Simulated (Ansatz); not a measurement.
Molecule: ZnBr2, net charge 1, doublet state. The spin state was set by rule; other spins were not relaxed. 
Geometry from a B3LYP-D3(BJ)/def2-TZVP (Ansatz, a first-principles code) optimisation:
```
Zn
Br 1 2.2704
Br 1 2.2704 2 180.00
```
Charge +1, spin multiplicity 2.

Parts of the frozen-core correlation energy in def2-SVPD (Ansatz, hartree). Frozen orbitals: 37; correlated occupied orbitals by spin: 13 and 12; virtual: 66 and 67. Open shells are spin-unrestricted. No spin-orbit coupling. Non-relativistic.

```json
[
 {"term": "reference (HF)", "value": "-6921.53343"},
 {"term": "MP2 opposite-spin", "value": "-0.34479"},
 {"term": "MP2 same-spin", "value": "-0.16893"},
 {"term": "CCSD correlation", "value": "-0.51925"},
 {"term": "(T)", "value": "-0.01600"},
 {"term": "T1 diagnostic", "value": "0.039"},
 {"term": "largest doubles amplitude", "value": "0.038"},
 {"term": "<S^2> of the reference", "value": "0.757"}
]
```
